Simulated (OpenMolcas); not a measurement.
**3d⁵ along the 23-electron sequence**

```json
{
  "Program": "OpenMolcas 26.06",
  "Method": "SS-RASPT2, IPEA 0.25 Eh, imaginary shift 0.1 Eh",
  "Basis": "ANO-R2",
  "Scalar Hamiltonian": "X2C, finite nucleus",
  "Spin-orbit coupling": "RASSI with atomic mean-field integrals over the reference wave functions, term energies averaged over their components"
}
```

Active space for each ion: 11 electrons in 8 orbitals (RAS1 3p, at most 2 holes; RAS2 3d); closed shells correlated by CASPT2: 3s.

Computed levels in cm-1 above ⁶S_5/2:

| Level | Fe3+ | Co4+ | Ni5+ | Cu6+ |
| --- | --- | --- | --- | --- |
| ⁴G_5/2 | 33200 | 38500 | 43440 | 48040 |
| ⁴G_7/2 | 33240 | 38550 | 43520 | 48170 |
| ⁴G_11/2 | 33240 | 38560 | 43540 | 48200 |
| ⁴G_9/2 | 33250 | 38580 | 43570 | 48240 |
| ⁴P_5/2 | 36620 | 42470 | 47950 | 52920 |
| ⁴P_3/2 | 36690 | 42590 | 48140 | 53210 |
| ⁴P_1/2 | 36770 | 42720 | 48360 | 53550 |
| ⁴D_7/2 | 40120 | 46420 | 52350 | 57900 |
| ⁴D_1/2 | 40190 | 46550 | 52570 | 58250 |
| weight of ⁶S in the lowest level (%) | 100 | 100 | 100 | 100 |

Measured, with the error of the calculation in %. Measured levels: Fe3+ from Corliss and Sugar, J. Phys. Chem. Ref. Data 11, 135 (1982); Co4+ from Sugar and Corliss, J. Phys. Chem. Ref. Data 10, 1097 (1981); Ni5+ from Corliss and Sugar, J. Phys. Chem. Ref. Data 10, 197 (1981); Cu6+ from the list in Gamrath, thesis, University of Mons (2023).

```csv
Level,Fe3+,Co4+,Ni5+,Cu6+
⁴G_11/2,32246 (+3.1),37218 (+3.6),41921 (+3.9),
⁴P_5/2,35254 (+3.9),40753 (+4.2),45884 (+4.5),50732 (+4.3)
⁴P_3/2,35333 (+3.8),40891 (+4.1),46104 (+4.4),51067 (+4.2)
⁴P_1/2,35407 (+3.9),41024 (+4.1),46325 (+4.4),51407 (+4.2)
⁴D_7/2,38779 (+3.5),44709 (+3.8),50331 (+4.0),55742 (+3.9)
⁴D_1/2,38897 (+3.3),44908 (+3.6),,56210 (+3.6)
```

⁴G_5/2 changes by a factor of 1.45 over the same range, with steps per unit of Z of +5300, +4940, +4600 cm-1.

Term energies are means over components that CASPT2 splits; among the terms shown or strongly mixed into the levels shown the widest spread is 62 cm-1 (3d⁵ ⁴G, Cu6+). Active for correlation alone: 3p; no level in the range computed is led by a configuration that opens it, so any true level of that kind is missing. Measured partners are found by configuration, term and J. A level has none where our copy of the source lacks it or the pairing is in doubt (some pairs that miss far off the trend of their configuration count as doubtful), and it then counts in no deviation. Only configurations of the active space appear.
